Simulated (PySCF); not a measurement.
CH4BrClGe.
Cartesian coordinates in Å at the PBE0-D3(BJ)/def2-SVP level; atoms count from 1:
```
atom  x, y, z in Å
C1    -1.0454   -0.1886   -0.2504
Ge2    0.7684    0.0723    0.3596
Cl3    2.0540   -1.3054   -0.6966
Br4    1.4177    2.2078   -0.2127
H5    -1.0685   -0.0773   -1.3430
H6    -1.3956   -1.1939    0.0235
H7    -1.6998    0.5680    0.2056
H8     1.0301   -0.1098    1.8598
```

Jobs on this species (8 atoms, 94 electrons) with PySCF (density fitting). Hardware of each: one thread of an Arm Neoverse V1 (shared host). The host was shared with other jobs, so the times are rough. Peak memory is the resident size of the whole Python process, interpreter and libraries included.

Task: Rank these jobs by wall time, shortest first.
A. delta-SCF UKS HF, pcX-2 on the ionised atom, pcseg-1 elsewhere, spin-free X2C; ΔSCF core ionisation, 3 holes; 148 basis functions
B. delta-SCF UKS PBE, pcX-2 on the ionised atom, pcseg-1 elsewhere, spin-free X2C; ΔSCF core ionisation, 3 holes; 148 basis functions
C. PBE0-D3(BJ)/def2-SVP, grid level 1; geometry optimisation from a GFN2-xTB start shaken at random; 116 basis functions

Result: B (9.6 s), A (18 s), C (86 s).

All jobs:

| level and settings | work | basis functions | SCF cycles | wall time | peak memory |
| --- | --- | --- | --- | --- | --- |
| delta-SCF UKS PBE, pcX-2 on the ionised atom, pcseg-1 elsewhere, spin-free X2C | ΔSCF core ionisation, 3 holes | 148 | 42 | 9.6 s | 0.48 GiB |
| delta-SCF UKS SCAN, pcX-1 on the ionised atom, pcseg-1 elsewhere, spin-free X2C | ΔSCF core ionisation, 3 holes | 128 | 42 | 11 s | 0.36 GiB |
| delta-SCF UKS SCAN, def2-TZVP on the ionised atom, pcseg-1 elsewhere, spin-free X2C | ΔSCF core ionisation, 3 holes | 125 | 41 | 13 s | 0.37 GiB |
| delta-SCF UKS SCAN, pcX-2 on the ionised atom, pcseg-1 elsewhere, non-relativistic | ΔSCF core ionisation, 3 holes | 148 | 43 | 13 s | 0.43 GiB |
| delta-SCF UKS SCAN, pcX-2 on the ionised atom, pcseg-1 elsewhere, spin-free X2C | ΔSCF core ionisation, 3 holes | 148 | 43 | 14 s | 0.46 GiB |
| delta-SCF UKS HF, pcX-2 on the ionised atom, pcseg-1 elsewhere, spin-free X2C | ΔSCF core ionisation, 3 holes | 148 | 36 | 18 s | 0.57 GiB |
| delta-SCF UKS PBE0, pcX-2 on the ionised atom, pcseg-1 elsewhere, spin-free X2C | ΔSCF core ionisation, 3 holes | 148 | 39 | 26 s | 0.56 GiB |
| delta-SCF UKS B3LYP, pcX-2 on the ionised atom, pcseg-1 elsewhere, spin-free X2C | ΔSCF core ionisation, 3 holes | 148 | 39 | 27 s | 0.56 GiB |
| PBE0-D3(BJ)/def2-SVP, grid level 1 | geometry optimisation from a GFN2-xTB start shaken at random | 116 | 70 | 86 s | 0.49 GiB |

Task: What do all jobs in the table cost together?

Result: About 3.6 min; the longest takes about 40 % of that, and about 9 times as long as the shortest.
